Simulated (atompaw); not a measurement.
## Reading a pseudo-wave (manganese)

Columns: radius, all-electron u(r) and pseudo u(r) of the 4s shell (level -4.60 eV) of manganese in the configuration [Ne] 3s2 3p6 3d5.5 4s1.5 4p0; PBEsol, scalar-relativistic, PAW (atompaw) scheme, atompaw 4.2.0.5.

| r (bohr) | all-electron | pseudo |
| --- | --- | --- |
| 0.087 | 0.0198 | -0.0362 |
| 0.173 | 0.1537 | -0.0697 |
| 0.260 | 0.1071 | -0.0992 |
| 0.346 | -0.0179 | -0.1220 |
| 0.433 | -0.1404 | -0.1370 |
| 0.519 | -0.2222 | -0.1427 |
| 0.606 | -0.2579 | -0.1385 |
| 0.692 | -0.2527 | -0.1243 |
| 0.779 | -0.2166 | -0.0998 |
| 0.865 | -0.1607 | -0.0663 |
| 0.952 | -0.0922 | -0.0242 |
| 1.038 | -0.0189 | 0.0241 |
| 1.125 | 0.0563 | 0.0781 |
| 1.212 | 0.1293 | 0.1353 |
| 1.298 | 0.1975 | 0.1932 |
| 1.385 | 0.2611 | 0.2513 |
| 1.471 | 0.3183 | 0.3066 |
| 1.558 | 0.3700 | 0.3590 |
| 1.644 | 0.4151 | 0.4062 |
| 1.731 | 0.4548 | 0.4486 |
| 1.817 | 0.4886 | 0.4848 |
| 1.904 | 0.5176 | 0.5157 |
| 1.990 | 0.5415 | 0.5408 |
| 2.077 | 0.5613 | 0.5611 |
| 2.163 | 0.5768 | 0.5768 |
| 2.250 | 0.5889 | 0.5889 |

Q: How many radial nodes do the two functions have?

A: The all-electron 4s function has n − l − 1 = 3 (the table is too coarse to show those close to the nucleus); the pseudo-wave has 1, since 1 lower shell of the same l stays in the valence.

Q: Is the pseudo-wave norm-conserving?

A: No, it belongs to a PAW set: the norm inside the radius is not constrained, and the difference is carried by the augmentation charge.
